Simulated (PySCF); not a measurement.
C7H11F.
Z-matrix (Å and degrees, PBE0-D3(BJ)/def2-SVP geometry), rows numbered from 1:
```
F 
C   1  1.3678
C   2  1.5255  1  117.61
C   3  1.5417  2   87.01  1   142.33
C   2  1.5326  1  117.43  3   105.07
C   5  1.5364  2  123.66  1    86.88
C   6  1.5432  5   90.21  2  -121.46
C   7  1.5433  6   89.92  5    -0.44
H   2  1.1050  1  107.98  3  -128.39
H   3  1.0994  2  118.66  1   -95.54
H   3  1.1004  2  109.47  1    30.85
H   4  1.1016  3  112.12  2    91.54
H   4  1.1001  3  117.84  2  -141.11
H   6  1.1009  5  113.72  2   121.11
H   6  1.1014  5  114.04  2    -3.46
H   7  1.0995  6  114.58  5   116.57
H   7  1.0996  6  114.65  5  -117.82
H   8  1.0993  5  113.49  2    10.56
H   8  1.1007  5  114.19  2  -114.72
```

All values: PBE0/pcSseg-1 and B3LYP/def2-SVPD (PySCF, non-relativistic), on one gas-phase PBE0-D3(BJ)/def2-SVP geometry that isn't relaxed in the solvent. The solvent is an IEF-PCM continuum (van der Waals radii × 1.2). The model holds no explicit solvent molecules, cavitation or dispersion.

Gas phase at PBE0/pcSseg-1: HOMO -8.01 eV, LUMO 1.48 eV, dipole 1.64 D.

Problem. What does the continuum do to the energy, the frontier levels and the dipole at PBE0/pcSseg-1 in chloroform and acetonitrile?

Solution. 
```csv
solvent,ε,E(solvent) − E(gas) (kcal/mol),polarisation term (kcal/mol),distortion of the solute (kcal/mol),HOMO (eV),LUMO (eV),dipole (D)
chloroform,4.711,-1.68,-1.83,0.15,-7.91,1.67,1.96
acetonitrile,35.69,-2.29,-2.58,0.29,-7.88,1.72,2.11
```

Polarisation term: ½ Σ q·V over the induced surface charges. Distortion: the rise of the solute's own energy as its density leaves the gas-phase optimum. From chloroform to acetonitrile the lowering changes by a factor 1.36, Onsager's factor (ε − 1)/(2ε + 1) by 1.35 and ε itself by 7.6.

Problem. Which radius a makes the point-dipole formula ΔE = −[(ε − 1)/(2ε + 1)]·μ²/a³ give the value in acetonitrile, with the gas-phase dipole?

Solution. μ = 0.645 au and |ΔE| = 0.00366 Eh give a = 2.01 Å; the farthest nucleus lies 3.13 Å from the centroid of the nuclei, so such a sphere wouldn't even hold the nuclei. The formula assumes a rigid point dipole at the centre of a sphere.

Problem. Which Hirshfeld charges (PBE0/pcSseg-1) respond most in acetonitrile (means over atoms taken as equivalent)?

Solution. 
```json
{"atoms": "F1", "environment": "alkyl fluorine", "gas (e)": "-0.114", "solvent (e)": "-0.130", "change": "-0.016"}
{"atoms": "H9", "environment": "methine hydrogen", "gas (e)": "+0.040", "solvent (e)": "+0.046", "change": "+0.006"}
{"atoms": "H18", "environment": "methylene hydrogen", "gas (e)": "+0.032", "solvent (e)": "+0.027", "change": "-0.005"}
{"atoms": "H12", "environment": "methylene hydrogen", "gas (e)": "+0.039", "solvent (e)": "+0.043", "change": "+0.004"}
{"atoms": "H13", "environment": "methylene hydrogen", "gas (e)": "+0.039", "solvent (e)": "+0.042", "change": "+0.003"}
{"atoms": "H19", "environment": "methylene hydrogen", "gas (e)": "+0.036", "solvent (e)": "+0.039", "change": "+0.003"}
```

Problem. Which Mayer bond orders change most in acetonitrile?

Solution. 
```tsv
bond	length (Å)	gas	solvent	change
F1–C2	1.368	0.906	0.881	-0.025
C2–C3	1.526	1.014	1.021	+0.007
C5–C2	1.533	0.949	0.954	+0.005
C2–H9	1.105	0.941	0.937	-0.004
C4–C5	1.540	0.972	0.975	+0.003
C3–H10	1.099	0.956	0.953	-0.003
C3–H11	1.100	0.936	0.933	-0.003
C4–H12	1.102	0.943	0.940	-0.003
```

Gas phase at B3LYP/def2-SVPD: HOMO -7.85 eV, LUMO 0.48 eV, dipole 1.75 D.

Problem. What does the continuum do to the energy, the frontier levels and the dipole at B3LYP/def2-SVPD in chloroform and acetonitrile?

Solution. 
```
     solvent      ε  E(solvent) − E(gas) (kcal/mol)  polarisation term (kcal/mol)  distortion of the solute (kcal/mol)  HOMO (eV)  LUMO (eV)  dipole (D)
  chloroform  4.711                           -1.80                         -1.99                                 0.19      -7.71       0.64        2.13
acetonitrile  35.69                           -2.46                         -2.84                                 0.38      -7.68       0.66        2.30
```

The atom shares or the degeneracy of the LUMO differ from the gas phase in chloroform and acetonitrile, so that column needn't follow one orbital.

Problem. How does the static polarisability (B3LYP/def2-SVPD, frozen core, with the continuum's full static response) change?

Solution. 
| medium | isotropic (au) | principal values (au) | ⟨r²⟩ of the electrons (bohr²) |
| --- | --- | --- | --- |
| gas | 79.2 | 73.7, 75.7, 88.3 | 925.7 |
| chloroform | 98.1 | 92.3, 95.5, 106.5 | 925.6 |
| acetonitrile | 107.2 | 101.9, 105.8, 114.0 | 925.6 |

The isotropic value in acetonitrile is 1.35 times the gas-phase one; no cavity-field correction is applied. ⟨r²⟩ is taken about the centre of nuclear charge.
